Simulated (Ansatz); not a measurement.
Ideal-gas functions of AlBH5NO, SMILES `B[O][AlH][NH2]` at 400 K and 1 bar, from an Ansatz frequency run at PBE0-D4/def2-TZVP.

Molar mass 72.84 g/mol, point group Cs (symmetry number 1), electronic degeneracy 1, moments of inertia 26.111, 161.127, 182.817 u Å². Harmonic wavenumbers (cm⁻¹, unscaled): 70, 88, 136, 233, 358, 394, 509, 585, 643, 744, 862, 1009, 1059, 1247, 1469, 1566, 1987, 2513, 2584, 3613, 3704.

Use S(trans) = R[1.5 ln M + 2.5 ln T − 1.1517]; rotational temperatures θ = 24.2544 K / I; S(rot) = R[ln(√π/σ · √(T³/θAθBθC)) + 1.5]; for each mode x = 1.438777 ν̃/T, S = R[x/(eˣ − 1) − ln(1 − e⁻ˣ)] and H = RT x/(eˣ − 1); 1 cm⁻¹ = 0.0119627 kJ/mol; R = 8.31446 J/(mol·K).

Question: By hand: the entropy, in J/(mol·K).

Answer: Translation 168.4. Rotation: θ = 0.9289, 0.1505, 0.1327 K, giving 108.5. Vibration, mode by mode: 19.80, 17.91, 14.34, 10.02, 6.76, 6.08, 4.36, 3.51, 2.98, 2.24, 1.60, 1.05, 0.90, 0.52, 0.27, 0.20, 0.05, 0.01, 0.01, 0.00, 0.00, in all 92.6. Electronic 0.0. Sum 369.5 J/(mol·K).

Question: By hand: H − E and G − E in kJ/mol, counted from the electronic energy.

Answer: Zero-point energy ½ × 25373 × 0.0119627 = 151.8; thermal vibration 18.7; translation, rotation and pV give 4 RT = 13.3. H − E = 183.8 kJ/mol, and G − E = 183.8 − 400 × 369.5/1000 = 36.0 kJ/mol.

Vibration gives 25 % of the entropy, 52.1 J/(mol·K) of it from the modes under 150 cm⁻¹: soft modes count most, and the harmonic formula is weakest for them. The sum counts one conformer and one mirror image; others add a mixing term.
